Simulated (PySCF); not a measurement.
Salicylaldehyde, C7H6O2.
Geometry (GFN2-xTB, Å), atoms numbered from 1 in this order:
```xyz
15
C7H6O2 angstrom
O      2.9678   -0.0028   -0.5634
C      2.0021   -0.7473   -0.5627
C      0.6532   -0.3593   -0.2135
C     -0.3895   -1.2945   -0.2451
C     -1.6716   -0.9293    0.0879
C     -1.9380    0.3877    0.4601
C     -0.9334    1.3278    0.4987
C      0.3778    0.9747    0.1645
O      1.3282    1.9066    0.2130
H      2.1202   -1.8088   -0.8432
H     -0.1644   -2.3103   -0.5371
H     -2.4699   -1.6548    0.0624
H     -2.9457    0.6746    0.7216
H     -1.1267    2.3498    0.7840
H      2.1854    1.4937   -0.0489
```

The calculation used PBE0/pcSseg-1 in PySCF (dipole) on a GFN2-xTB geometry, gas phase.

Take the most abundant isotopes and a rigid rotor. The values belong to one conformer with, in the numbering `[O:1]=[CH:2][c:3]1[cH:4][cH:5][cH:6][cH:7][c:8]1[OH:9]`, O1–C2–C3–C4 180°, C7–C8–O9–H 180°.

Question: What are A, B and C (cm⁻¹)?

Answer: Ia = 155.04, Ib = 335.94, Ic = 490.98 u·Å²; 505379 MHz·u·Å²/I gives 3260, 1504 and 1029 MHz, that is A = 0.10873, B = 0.05018, C = 0.03433 cm⁻¹.

Question: Classify the top.

Answer: An asymmetric top; Ray's κ = -0.574.

Question: Is it planar, by Δ = Ic − Ia − Ib?

Answer: Planar: Δ = Ic − Ia − Ib = 0.00 u·Å². For a rigid frame Δ = −2 Σ m c², so it vanishes when all atoms lie in the ab plane; here none is more than 0.01 Å from it.

Question: Which types of transition are allowed, and where do some lines up to J = 3 fall?

Answer: The dipole components are |μa| = 2.50 D, |μb| = 1.70 D, |μc| = 0.00 D; the mirror of this Cs structure is the ab plane, so μc vanishes by symmetry and there are no c-type lines. The squared components, which scale the intensities, stand as 1.00 : 0.46 (a : b). Some lines, for components of 0.1 D or more:

```
type  branch         J(Ka,Kc)    MHz  lower level (cm⁻¹)
   b       Q  1(1,0) ← 1(0,1)   2230               0.085
   a       Q  3(1,2) ← 3(1,3)   2841               0.524
   b       R  3(1,2) ← 2(2,1)   2989               0.519
   b       Q  3(1,2) ← 3(0,3)   3764               0.494
   b       Q  3(2,1) ← 3(1,2)   5016               0.619
   b       Q  2(2,1) ← 2(1,2)   6691               0.296
   a       R  3(1,3) ← 2(1,2)   6840               0.296
   b       Q  3(2,2) ← 3(1,3)   7452               0.524
   a       R  3(2,2) ← 2(2,1)   7601               0.519
   a       R  3(2,1) ← 2(2,0)   7921               0.522
   b       R  3(1,3) ← 2(0,2)   8204               0.251
   b       Q  3(3,1) ← 3(2,2)  10013               0.773
   b       R  2(2,1) ← 1(1,0)  10809               0.159
   b       R  2(2,0) ← 1(1,1)  11368               0.143
   b       R  3(3,0) ← 2(2,1)  17624               0.519
```

Stationary, but not proved a minimum. These are rigid-rotor constants of the computed structure; measured ground-state constants (B0) also hold zero-point vibration.
